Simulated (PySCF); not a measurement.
## Electron correlation in In (indium, neutral)

[Kr] 4d10 5s2 5d1, 2D determinant (an excited configuration). Computed with PySCF 2.14 in aug-cc-pVTZ-PP with ECP28MDF (6s5p4d2f, 55 functions), with a scalar-relativistic core potential. Frozen: 4s2 4p6 4d10; 3 electrons correlated.

MP2 pair energies summed by pair of shells (mhartree):

| pair | energy | share (%) |
| --- | --- | --- |
| 5s-5s | -23.19 | 79.8 |
| 5s-5d | -5.87 | 20.2 |

Total MP2 correlation energy: -29.06 mhartree.

Same-spin part -2.16 and opposite-spin part -26.90 mhartree; SCS-MP2 scales them by 1/3 and 6/5 to -33.00 mhartree.
